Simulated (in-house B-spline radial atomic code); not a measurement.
Radial electron density of Ce4+, [Kr] 4d10 5s2 5p5 8s1. Computed with a B-spline radial code for spherical atoms: Dirac-Hartree-Fock, average of configuration, Fermi nucleus of rms radius 4.8771 fm.

Columns: r (bohr), 4πr²n(r) (electrons per bohr), bar.

```
0.000905    2.359 #
 0.00115    3.541 ##
 0.00147    5.326 ##
 0.00187    7.865 ###
 0.00237     11.4 #####
 0.00302    16.41 #######
 0.00385    23.14 ##########
  0.0049    31.72 ##############
 0.00623    42.04 ###################
 0.00793    53.52 ########################
  0.0101    64.76 #############################
  0.0128    73.42 #################################
  0.0163    77.62 ###################################
  0.0208    76.11 ##################################
  0.0265       71 ################################
  0.0337    68.01 ##############################
  0.0429    73.28 #################################
  0.0546    86.94 #######################################
  0.0695    98.89 ############################################
  0.0884    96.44 ###########################################
   0.113    81.08 ####################################
   0.143    73.33 #################################
   0.182       82 ####################################
   0.232    84.96 ######################################
   0.295    61.88 ############################
   0.376    34.98 ################
   0.479    31.92 ##############
   0.609    36.03 ################
   0.775    26.57 ############
   0.987    13.87 ######
    1.26    8.722 ####
     1.6    6.318 ###
    2.03    3.113 #
    2.59   0.8253 
    3.29  0.09243 
    4.19  0.08482 
    5.34  0.04701 
    6.79  0.04219 
    8.65   0.2119 
      11  0.09512 
      14 0.007902 
    17.8 0.0001109 
    22.7 1.777e-07 
    28.9 5.431e-11
```

On this grid the curve has 5 maxima, near 0.0163, 0.0695, 0.232, 0.609, 8.65 bohr.

The 5p1/2 radial function P(r) = rR(r), positive near the nucleus, with its small component Q(r) (sign convention: Q ≈ (P' + κP/r)/2c):

```tsv
r (bohr)	P	Q
0.000559	0.001069	0.003913
0.000905	0.001845	0.005973
0.00147	0.003312	0.009062
0.00237	0.006145	0.01347
0.00385	0.01198	0.01968
0.00623	0.02387	0.02758
0.0101	0.0477	0.0363
0.0163	0.09112	0.04271
0.0265	0.1586	0.04094
0.0429	0.2213	0.02433
0.0695	0.184	-0.0048
0.113	-0.06424	-0.02416
0.182	-0.3265	-0.009934
0.295	-0.05396	0.01476
0.479	0.4939	0.006688
0.775	0.01032	-0.01
1.26	-0.8922	-0.00503
2.03	-0.6656	0.00125
3.29	-0.1155	0.000565
5.34	-0.002603	1.716e-05
```
